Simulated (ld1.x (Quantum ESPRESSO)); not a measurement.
# u(r) = r·R(r): atom against pseudo-atom (Ag (Z = 47))

Columns: radius, all-electron u(r) and pseudo u(r) of the 4d shell (level -15.64 eV) of silver in the configuration [Kr] 4d10 5s0 5p0; PBE, scalar-relativistic, TM semilocal scheme, ld1.x (Quantum ESPRESSO) 7.5.

```csv
r (bohr),all-electron,pseudo
0.143,0.3514,-0.0135
0.285,0.3910,-0.0964
0.428,0.0087,-0.2738
0.570,-0.4008,-0.5050
0.713,-0.6917,-0.7202
0.855,-0.8469,-0.8592
0.998,-0.9012,-0.9111
1.140,-0.8909,-0.8969
1.283,-0.8448,-0.8466
1.425,-0.7817,-0.7819
1.568,-0.7119,-0.7119
1.710,-0.6422,-0.6422
1.853,-0.5751,-0.5751
1.995,-0.5131,-0.5131
2.138,-0.4559,-0.4559
2.280,-0.4044,-0.4044
2.423,-0.3577,-0.3577
2.565,-0.3163,-0.3163
2.708,-0.2792,-0.2792
2.850,-0.2463,-0.2463
2.992,-0.2172,-0.2172
3.135,-0.1913,-0.1913
3.278,-0.1683,-0.1683
3.420,-0.1482,-0.1482
3.563,-0.1302,-0.1302
3.705,-0.1145,-0.1145
```

Task: How many radial nodes do the two functions have?

Result: The all-electron 4d function has n − l − 1 = 1; the pseudo-wave has 0, since the states of the same l below it are removed with the core.

Task: At about which radius was the pseudo-wave matched?

Result: 1.60 bohr. The columns agree to 0.0005 from 1.43 bohr on; several derivatives are matched, so the curves merge somewhat inside the radius.

Task: Where does each function peak?

Result: Outermost all-electron maximum near 1.00 bohr, pseudo maximum near 1.00 bohr (to the table’s step).

Task: Is the pseudo-wave norm-conserving?

Result: Yes: the TM semilocal scheme keeps the norm inside the radius equal to the all-electron one, which fixes the energy derivative of the logarithmic derivative at the level.
